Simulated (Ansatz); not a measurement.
# Molecular dynamics, step by step

H4TeO2 (SMILES [TeH2].OO), closed shell, PBE0-D4/def2-SVP (Ansatz 0.2.0). Settings (timestep in fs, temperature in K; T counts 15 degrees of freedom):

```yaml
hamiltonian: {xc: pbe0, dispersion: d4}
md: {n_steps: 30, timestep: 0.5, temperature: 100, ensemble: nvt_nose_hoover, seed: 837, initial_velocities: maxwell_boltzmann}
```

Start (the SMILES describes the start alone):

```xyz
7
angstrom
Te -0.5722 0.2374 -1.6050
H 1.0722 0.0670 -1.5810
H -0.6830 -0.8146 -2.8823
O 0.1316 -0.6014 1.7249
O 0.4675 0.7538 1.4403
H -0.2748 -0.8673 0.8813
H -0.1414 1.2251 2.0218
```

```csv
step,time (fs),potential energy less the start (meV),kinetic energy (meV),T (K)
0,0.00,0.0,64.6,100
2,1.00,7.3,57.5,89
4,2.00,14.9,50.0,77
6,3.00,16.4,48.4,75
8,4.00,18.0,46.7,72
10,5.00,24.7,40.1,62
12,6.00,30.2,34.7,54
14,7.00,27.9,37.0,57
16,8.00,21.4,43.4,67
18,9.00,18.9,45.9,71
20,10.00,20.6,44.4,69
22,11.00,18.3,46.7,72
24,12.00,12.6,52.3,81
26,13.00,13.1,51.7,80
28,14.00,21.4,43.6,68
30,15.00,28.8,36.4,56
```

Step 12, positions (Å) and forces (eV/Å):

```tsv
atom	x	y	z	Fx	Fy	Fz
Te1	-0.571	0.237	-1.604	-0.033	0.050	0.100
H2	1.084	0.097	-1.663	-0.032	-0.049	-0.037
H3	-0.773	-0.835	-2.862	0.067	0.004	-0.009
O4	0.131	-0.606	1.727	0.059	0.378	-0.478
O5	0.469	0.756	1.438	-0.790	0.145	0.828
H6	-0.281	-0.817	0.867	0.001	-0.403	0.100
H7	-0.223	1.201	1.979	0.728	-0.124	-0.504
```

Step 24, positions (Å) and forces (eV/Å):

```json
{"atom": "Te1", "x": "-0.570", "y": "0.238", "z": "-1.603", "Fx": "0.030", "Fy": "-0.092", "Fz": "-0.031"}
{"atom": "H2", "x": "1.087", "y": "0.111", "z": "-1.755", "Fx": "-0.152", "Fy": "-0.057", "Fz": "-0.019"}
{"atom": "H3", "x": "-0.841", "y": "-0.854", "z": "-2.845", "Fx": "0.110", "Fy": "0.131", "Fz": "0.098"}
{"atom": "O4", "x": "0.131", "y": "-0.602", "z": "1.720", "Fx": "-0.080", "Fy": "0.208", "Fz": "-0.094"}
{"atom": "O5", "x": "0.464", "y": "0.753", "z": "1.443", "Fx": "0.205", "Fy": "-0.442", "Fz": "-0.279"}
{"atom": "H6", "x": "-0.284", "y": "-0.877", "z": "0.876", "Fx": "0.153", "Fy": "0.096", "Fz": "0.085"}
{"atom": "H7", "x": "-0.234", "y": "1.227", "z": "1.903", "Fx": "-0.266", "Fy": "0.155", "Fz": "0.241"}
```

Step 28, positions (Å) and forces (eV/Å):

| atom | x | y | z | Fx | Fy | Fz |
| --- | --- | --- | --- | --- | --- | --- |
| Te1 | -0.569 | 0.238 | -1.602 | -0.093 | 0.014 | 0.101 |
| H2 | 1.075 | 0.111 | -1.787 | 0.008 | -0.061 | -0.019 |
| H3 | -0.855 | -0.850 | -2.831 | 0.068 | 0.022 | -0.040 |
| O4 | 0.132 | -0.600 | 1.718 | -0.113 | 0.047 | 0.127 |
| O5 | 0.463 | 0.750 | 1.444 | -0.528 | 0.195 | 0.062 |
| H6 | -0.278 | -0.902 | 0.880 | 0.169 | 0.283 | 0.023 |
| H7 | -0.253 | 1.253 | 1.894 | 0.488 | -0.500 | -0.254 |

Last step (30):

Te1  (-0.569, 0.238, -1.602)
H2  (1.068, 0.110, -1.804)
H3  (-0.861, -0.847, -2.824)
O4  (0.132, -0.598, 1.716)
O5  (0.462, 0.749, 1.445)
H6  (-0.273, -0.911, 0.883)
H7  (-0.258, 1.260, 1.887)
(Å)

Hardware: 4 CPU threads of an Arm Neoverse V1, shared host. Wall time about 44 s.
